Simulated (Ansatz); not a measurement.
Cost and result for the atomization energy of `O[SiH2]S[SiH2]Cl` (10 atoms, 9 bonds).

| atom | x (Å) | y (Å) | z (Å) |
| --- | --- | --- | --- |
| O1 | -0.2890 | -1.7831 | -0.4422 |
| Si2 | 0.1150 | -0.5512 | -1.4429 |
| S3 | -0.5370 | 1.3461 | -0.6848 |
| Si4 | 0.1846 | 1.1162 | 1.2964 |
| Cl5 | -1.1465 | 0.0752 | 2.4722 |
| H6 | -1.1718 | -1.7960 | -0.0666 |
| H7 | -0.5251 | -0.6373 | -2.7781 |
| H8 | 1.5883 | -0.6064 | -1.5453 |
| H9 | 0.3198 | 2.4664 | 1.8811 |
| H10 | 1.4617 | 0.3701 | 1.3101 |

The species carries charge 0 and has multiplicity 1. All single points use the PBE0-D4/def2-TZVP geometry. It is one conformer, not always the lowest. Program: Ansatz. Hardware: A = 2 threads of an AMD EPYC 7R13 on a shared host; B = 2 threads of an AMD EPYC 7R13 on a shared host and a share of an NVIDIA H100 80 GB. Times are those of one run each, without the atoms' runs, and a repeat can differ threefold. Electronic energies, without spin–orbit coupling; frozen cores. CCSD(T)/CBS adds CCSD(T) − MP2 in def2-TZVPP to the MP2 limit, and its time is that of the two runs behind it. T1 = 0.011. B3LYP takes the VWN-RPA correlation (the form of Gaussian; ORCA's B3LYP/G).

CCSD(T)/CBS is a level of theory with its own doubt, some kJ/mol a heavy atom from the limit and from the frozen cores, so smaller differences don't rank the functionals.

```csv
level,functions,wall time
MP2/def2-QZVPP [B],487,3.6 s
PBE-D4/def2-TZVPP (with forces) [A],269,4.2 s
CCSD(T)/def2-TZVPP [B],269,4.9 s
PBE0-D4/def2-TZVPP [A],269,6 s
r2SCAN-D4/def2-TZVPP (with forces) [A],269,8 s
CCSD(T)/CBS(def2),–,8.5 s
B2PLYP/def2-TZVPP [A],269,9 s
B3LYP-D4/def2-TZVPP (with forces) [A],269,9.5 s
ωB97X-V/def2-TZVPP [A],269,13 s
ωB97M-V/def2-TZVPP (with forces) [A],269,19 s
```

(1) What atomization energy does each give, and how far from CCSD(T)/CBS? (Estimate.)

Results:

(1) Ansatz gave: 
```tsv
level	atomization (kJ/mol)	difference from CCSD(T)/CBS	per bond
MP2/def2-QZVPP [B]	3332.6	12.7	1.4
PBE-D4/def2-TZVPP (with forces) [A]	3306.2	-13.7	-1.5
CCSD(T)/def2-TZVPP [B]	3207.2	-112.7	-12.5
PBE0-D4/def2-TZVPP [A]	3271.1	-48.8	-5.4
r2SCAN-D4/def2-TZVPP (with forces) [A]	3315.9	-4.0	-0.4
CCSD(T)/CBS(def2)	3319.9	0.0	0.0
B2PLYP/def2-TZVPP [A]	3241.5	-78.4	-8.7
B3LYP-D4/def2-TZVPP (with forces) [A]	3276.9	-43.0	-4.8
ωB97X-V/def2-TZVPP [A]	3331.5	11.6	1.3
ωB97M-V/def2-TZVPP (with forces) [A]	3323.8	3.9	0.4
```

In def2-TZVPP, CCSD(T) changes the Hartree–Fock value by +785.7 kJ/mol (the triples alone add +50.0 kJ/mol) and MP2 by +844.1 kJ/mol; breaking electron pairs costs correlation energy, which Hartree–Fock lacks. From PBE to PBE0 (25 % exact exchange), in def2-TZVPP and without D4, the atomization energy moves by −30.6 kJ/mol: exact exchange takes away binding that semilocal exchange gives to molecules. The D4 term adds +52.0 kJ/mol with B3LYP and +27.4 kJ/mol with PBE0; it sums over pairs of atoms, weighted by their polarisabilities, and B3LYP, whose exchange is more repulsive, gets the larger term.
